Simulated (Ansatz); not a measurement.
System: AsH$_{4}$ (charge +1, singlet). 
Structure (B3LYP-D3(BJ)/def2-TZVP (Ansatz, a first-principles code) minimum search):
```
As
H 1 1.4913
H 1 1.4913 2 109.47
H 1 1.4913 2 109.47 3 -120.00
H 1 1.4913 2 109.47 4 -120.00
```
Charge +1, spin multiplicity 1.

**Question.** Give the harmonic wavenumbers at B3LYP-D3(BJ)/def2-TZVP (Ansatz, finite differences of forces, unscaled).

**Answer.** 869, 869, 869, 1021, 1021, 2332, 2375, 2376, 2376 cm⁻¹. Zero-point energy 20.2 kcal/mol.

**Question.** From these and the geometry, give the ideal-gas thermochemistry at 298.15 K and 1 atm (rigid rotor, harmonic oscillator).

**Answer.** Point group Td, rotational symmetry number 12. Rotational constants 84.54, 84.54, 84.54 GHz. S(trans) 39.01, S(rot) 11.99, S(vib) 0.65, S(elec, spin only) 0.00, S 51.6 cal/(mol K). H(298) - H(0) 2.53 kcal/mol; G - E(el) 7.3 kcal/mol.
